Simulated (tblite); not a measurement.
A geometry optimisation, step by step.

Species: CH3B3BrF3.
SMILES with atom numbers: `[F:1][B:2]([Br:3])[BH:4][CH2:5][B:6]([F:7])[F:8]` (hydrogens: H9 on B4; H10, H11 on C5)

Computed with GFN2-xTB (tblite), gas phase: L-BFGS steps from a force-field or distance-geometry start until the largest atomic force falls under 0.01 eV/Å. 9 of its 132 geometries are shown.

Step 0: E = -700.6406 eV, largest atomic force 3.803 eV/Å
```
atom  x, y, z in Å  |  force x, y, z in eV/Å
F1      2.347    2.126    1.047   -0.725  -2.347  -2.279
B2      1.862    1.090    0.141    1.483   0.655   2.961
Br3     3.038   -0.558    0.093   -0.584   1.574  -0.142
B4      0.217    0.897    0.023    0.482  -0.476  -0.834
C5     -0.313   -0.572    0.398    0.628   0.985   0.512
B6     -1.878   -0.667    0.463   -1.963  -2.345  -2.260
F7     -2.433   -1.940    0.880    0.705   3.268  -0.739
F8     -2.672    0.081   -0.468    1.462  -1.755   2.587
H9     -0.491    1.665   -0.471   -0.370   0.218   0.037
H10     0.201   -0.874    1.339   -0.468  -0.200  -0.547
H11     0.129   -1.245   -0.391   -0.649   0.423   0.702
```

Step 16: E = -702.0797 eV, largest atomic force 0.191 eV/Å
```
atom  x, y, z in Å  |  force x, y, z in eV/Å
F1      2.468    2.109    0.964   -0.013   0.087   0.053
B2      1.895    1.073    0.393    0.020  -0.113   0.010
Br3     3.134   -0.324   -0.008   -0.022   0.096  -0.046
B4      0.273    0.861    0.039   -0.046  -0.128  -0.049
C5     -0.351   -0.555    0.365   -0.058  -0.124   0.095
B6     -1.911   -0.798    0.305    0.041   0.160   0.095
F7     -2.500   -1.789    0.947    0.071  -0.003  -0.022
F8     -2.759   -0.015   -0.327    0.010   0.012  -0.090
H9     -0.393    1.612   -0.559    0.034   0.085  -0.077
H10     0.022   -0.958    1.309    0.037  -0.086   0.078
H11     0.128   -1.214   -0.374   -0.075   0.016  -0.047
```

Step 33: E = -702.1446 eV, largest atomic force 0.250 eV/Å
```
atom  x, y, z in Å  |  force x, y, z in eV/Å
F1      2.389    2.160    1.126   -0.041  -0.013   0.087
B2      1.914    1.105    0.496   -0.242   0.040  -0.049
Br3     3.267   -0.009   -0.228    0.100  -0.074  -0.049
B4      0.341    0.737    0.079    0.093   0.029   0.078
C5     -0.380   -0.620    0.436    0.000  -0.033  -0.025
B6     -1.951   -0.738    0.390   -0.020   0.034  -0.096
F7     -2.634   -1.645    1.055    0.074  -0.018   0.166
F8     -2.708   -0.011   -0.402   -0.001   0.137  -0.056
H9     -0.176    1.383   -0.752   -0.046   0.024  -0.042
H10     0.025   -1.151    1.294    0.011  -0.011   0.070
H11    -0.082   -1.209   -0.441    0.071  -0.116  -0.085
```

Step 49: E = -702.2185 eV, largest atomic force 0.115 eV/Å
```
atom  x, y, z in Å  |  force x, y, z in eV/Å
F1      2.114    1.982    1.498    0.013  -0.086  -0.038
B2      1.817    1.105    0.560    0.057   0.062  -0.004
Br3     3.323    0.465   -0.424    0.001   0.027   0.088
B4      0.379    0.564   -0.025    0.055   0.097  -0.028
C5     -0.339   -0.791    0.335    0.020   0.037   0.006
B6     -1.900   -0.625    0.425   -0.084  -0.033   0.003
F7     -2.623   -1.175    1.379    0.001   0.029   0.018
F8     -2.600    0.090   -0.431   -0.038  -0.036  -0.009
H9     -0.064    1.125   -0.959   -0.028   0.009  -0.034
H10     0.037   -1.296    1.221    0.058  -0.065   0.003
H11    -0.139   -1.440   -0.524   -0.056  -0.039  -0.004
```

Step 66: E = -702.2522 eV, largest atomic force 0.171 eV/Å
```
atom  x, y, z in Å  |  force x, y, z in eV/Å
F1      1.918    1.730    1.692   -0.077  -0.087  -0.126
B2      1.797    1.057    0.559    0.024   0.126   0.083
Br3     3.459    0.789   -0.323   -0.016  -0.051   0.008
B4      0.414    0.495   -0.168   -0.027  -0.007   0.026
C5     -0.344   -0.829    0.245    0.060  -0.023  -0.027
B6     -1.877   -0.557    0.487   -0.082   0.004   0.038
F7     -2.465   -0.803    1.641    0.029   0.060  -0.097
F8     -2.677   -0.062   -0.436    0.048  -0.051   0.090
H9     -0.010    1.028   -1.127    0.031   0.016   0.015
H10     0.083   -1.345    1.103    0.014  -0.022  -0.026
H11    -0.292   -1.500   -0.619   -0.005   0.035   0.015
```

Step 82: E = -702.2807 eV, largest atomic force 0.144 eV/Å
```
atom  x, y, z in Å  |  force x, y, z in eV/Å
F1      1.698    1.718    1.772   -0.014   0.011  -0.035
B2      1.678    1.059    0.631    0.005   0.002   0.030
Br3     3.407    0.686   -0.065    0.015  -0.003   0.015
B4      0.389    0.499   -0.241    0.012  -0.049  -0.034
C5     -0.322   -0.879    0.084   -0.027   0.022   0.019
B6     -1.786   -0.519    0.548   -0.035   0.029  -0.040
F7     -2.096   -0.321    1.812   -0.026  -0.020  -0.049
F8     -2.784   -0.336   -0.294    0.092  -0.023   0.109
H9      0.038    1.031   -1.228   -0.005   0.006   0.018
H10     0.180   -1.456    0.861   -0.017   0.014  -0.061
H11    -0.396   -1.478   -0.825    0.000   0.013   0.027
```

Step 98: E = -702.2862 eV, largest atomic force 0.045 eV/Å
```
atom  x, y, z in Å  |  force x, y, z in eV/Å
F1      1.650    1.836    1.709   -0.012   0.008   0.002
B2      1.667    1.055    0.649    0.001   0.002  -0.009
Br3     3.413    0.508    0.137    0.015   0.000   0.005
B4      0.394    0.520   -0.267   -0.022   0.011  -0.007
C5     -0.330   -0.859    0.009   -0.003  -0.003  -0.016
B6     -1.765   -0.534    0.577    0.033   0.022  -0.007
F7     -1.977   -0.236    1.841   -0.010  -0.017   0.040
F8     -2.843   -0.496   -0.175   -0.021   0.011  -0.009
H9      0.048    1.099   -1.230    0.017  -0.026   0.009
H10     0.206   -1.481    0.725    0.002  -0.003  -0.001
H11    -0.457   -1.410   -0.921    0.001  -0.006  -0.007
```

Step 115: E = -702.2933 eV, largest atomic force 0.049 eV/Å
```
atom  x, y, z in Å  |  force x, y, z in eV/Å
F1      1.587    1.951    1.602    0.008   0.003   0.027
B2      1.656    1.069    0.625   -0.011  -0.008  -0.047
Br3     3.426    0.491    0.245   -0.020   0.011   0.015
B4      0.403    0.486   -0.293    0.003  -0.001  -0.011
C5     -0.330   -0.881    0.009   -0.001   0.005  -0.003
B6     -1.748   -0.521    0.602    0.007  -0.038   0.016
F7     -1.985   -0.461    1.896    0.013   0.007  -0.010
F8     -2.786   -0.228   -0.150    0.019   0.004   0.010
H9      0.061    1.042   -1.270    0.018   0.000  -0.010
H10     0.214   -1.513    0.709   -0.035  -0.002   0.014
H11    -0.492   -1.431   -0.919   -0.002   0.020  -0.002
```

Step 131: E = -702.2998 eV, largest atomic force 0.008 eV/Å
```
atom  x, y, z in Å  |  force x, y, z in eV/Å
F1      1.329    1.986    1.565   -0.001  -0.004  -0.005
B2      1.549    1.064    0.648    0.002   0.002   0.002
Br3     3.351    0.469    0.592   -0.001   0.001   0.001
B4      0.434    0.446   -0.417    0.000  -0.001   0.005
C5     -0.356   -0.891   -0.124   -0.004   0.004  -0.005
B6     -1.649   -0.486    0.685    0.005   0.001  -0.003
F7     -1.660   -0.387    1.998   -0.001   0.001   0.007
F8     -2.792   -0.185    0.110   -0.001   0.001  -0.002
H9      0.229    0.959   -1.453   -0.002   0.000   0.001
H10     0.223   -1.579    0.492    0.002  -0.003   0.004
H11    -0.654   -1.392   -1.042    0.000  -0.001  -0.004
```

Task: Summarise the path.

Result: The energy falls by 160.09 kJ/mol from step 0 to step 131; nine tenths of that is first reached at step 30. It rises by more than 0.2 meV at steps 79 and 103. The largest force goes from 3.803 to 0.008 eV/Å. Among the bonds F1–B2 changes most, from 1.459 to 1.319 Å; the atoms move by 1.074 Å rms after alignment.

Task: Follow the three bonds and two angles with the largest change from start to end.

Result: 
| step | E above end (kJ/mol) | largest force (eV/Å) | F1–B2 (Å) | B6–F7 (Å) | B2–Br3 (Å) | F1–B2–B4 (°) | B2–B4–C5 (°) |
| --- | --- | --- | --- | --- | --- | --- | --- |
| 0 | 160.09 | 3.803 | 1.459 | 1.450 | 2.025 | 117.1 | 114.6 |
| 6 | 30.24 | 0.323 | 1.321 | 1.317 | 1.894 | 123.4 | 111.7 |
| 11 | 24.22 | 0.295 | 1.320 | 1.319 | 1.906 | 127.3 | 112.8 |
| 17 | 20.77 | 0.208 | 1.315 | 1.320 | 1.915 | 128.4 | 117.6 |
| 23 | 18.38 | 0.211 | 1.319 | 1.318 | 1.893 | 127.8 | 120.6 |
| 28 | 16.49 | 0.204 | 1.317 | 1.321 | 1.917 | 128.7 | 122.5 |
| 34 | 14.55 | 0.205 | 1.317 | 1.318 | 1.901 | 130.2 | 125.2 |
| 40 | 10.55 | 0.229 | 1.321 | 1.320 | 1.915 | 131.4 | 124.2 |
| 46 | 8.48 | 0.128 | 1.315 | 1.318 | 1.909 | 131.4 | 125.6 |
| 51 | 7.49 | 0.099 | 1.317 | 1.317 | 1.906 | 132.4 | 127.3 |
| 57 | 6.60 | 0.159 | 1.317 | 1.313 | 1.904 | 131.8 | 126.0 |
| 63 | 5.06 | 0.098 | 1.319 | 1.315 | 1.900 | 129.0 | 124.7 |
| 68 | 4.17 | 0.105 | 1.322 | 1.318 | 1.901 | 126.8 | 123.9 |
| 74 | 3.79 | 0.077 | 1.318 | 1.316 | 1.897 | 126.1 | 122.2 |
| 80 | 2.12 | 0.134 | 1.317 | 1.313 | 1.905 | 128.5 | 122.7 |
| 85 | 1.72 | 0.043 | 1.316 | 1.316 | 1.901 | 129.7 | 122.5 |
| 91 | 1.41 | 0.081 | 1.319 | 1.318 | 1.902 | 128.7 | 122.6 |
| 97 | 1.33 | 0.042 | 1.317 | 1.316 | 1.901 | 128.9 | 122.5 |
| 103 | 1.18 | 0.292 | 1.312 | 1.320 | 1.890 | 127.7 | 123.8 |
| 108 | 0.77 | 0.048 | 1.317 | 1.317 | 1.903 | 127.9 | 123.7 |
| 114 | 0.65 | 0.041 | 1.318 | 1.316 | 1.901 | 127.3 | 123.1 |
| 120 | 0.16 | 0.109 | 1.320 | 1.317 | 1.902 | 127.5 | 122.8 |
| 125 | 0.02 | 0.033 | 1.319 | 1.317 | 1.900 | 126.5 | 122.1 |
| 131 | 0.00 | 0.008 | 1.319 | 1.316 | 1.899 | 126.5 | 122.1 |

What follows is the cost of the whole relaxation. The run took 1.3 s wall on Arm Neoverse N1, one thread, no GPU, shared host with 64 logical CPUs at a one-minute load of 61.
